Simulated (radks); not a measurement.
Values are calculated unless marked as measured or tabulated.
Q: The table gives one normalised radial function P(r) = r R(r) of Cu2+ in [Ar] 3d9 (r in bohr). Level of theory: non-relativistic Kohn-Sham, Wu-Cohen GGA, spin-polarised, spherical densities, point nucleus; open shells are filled with parallel spins first (a radial shooting solver on a logarithmic mesh with Libxc functionals).

r           P
0.001735   0.0008
0.002259   0.0013
0.002965   0.0023
0.00386    0.0038
0.005027   0.0063
0.006545   0.0104
0.008591   0.0175
0.01119    0.0285
0.01457    0.0461
0.01897    0.0733
0.0249     0.1159
0.03242    0.1763
0.04221    0.2595
0.05541    0.3693
0.07215    0.4902
0.09395    0.6009
0.1223     0.6564
0.1606     0.5907
0.2091     0.3505
0.2723    -0.0711
0.3545    -0.5914
0.4653    -1.0518
0.6059    -1.2441
0.789     -1.1263
1.027     -0.8027
1.348     -0.4387
1.756     -0.1837
2.286     -0.0545
3.001     -0.0099
3.908     -0.0011
5.089     -0.0001
6.626     0.0000

Which n and l does it have? It may be an empty orbital.

A: n = 3, l = 1: the number of nodes gives n - l - 1 = 1, the rise at small r (about r^(l+1)) gives l, and the extent must fit the shell. The curve is that of 3p up; the table hardly tells the two spins apart. 3p up: eigenvalue -97.035 eV, 1 radial node at r = 0.262 bohr, <r> = 0.749 bohr, 90 % of the charge inside 1.16 bohr.
